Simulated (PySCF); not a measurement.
# Dipole response of Si⁻ (silicon, charge -1)

[Ne] 3s2 3p3, high-spin 4S determinant. All numbers are calculated (PySCF 2.14, the spin-free X2C one-electron Hamiltonian (Gaussian nucleus), in aug-cc-pVTZ-DK (6s5p3d2f, 50 functions)). Coupled (time-dependent) response in atomic units; α is the mean over directions.

```csv
method,mean α (bohr³),C₆ (like pair),S(−4)
UHF,106.5,1472,4981
wB97M-V,129.9,1863,8758
```

S(−4) is the Cauchy moment in α(ω) = α(0) + S(−4) ω² + …

α(iu) at wB97M-V:

| u (hartree) | α(iu) (bohr³) |
| --- | --- |
| 0 | 129.9 |
| 0.0500 | 112.4 |
| 0.100 | 84.71 |
| 0.200 | 48.17 |
| 0.300 | 29.71 |
| 0.500 | 14.00 |
| 0.750 | 7.081 |
| 1.00 | 4.245 |
| 1.50 | 2.026 |
| 2.00 | 1.197 |
| 3.00 | 0.5739 |
| 5.00 | 0.2290 |

A single London oscillator, α(iu) = α/(1 + u²/ω²), gives C₆ = (3/4) ω α². Matching the computed C₆ needs ω = 4 × 1863 / (3 × 129.9²) = 0.147 hartree.

For an ion, C₆ is the dispersion term alone; charge-induced terms of lower order in 1/R come first.
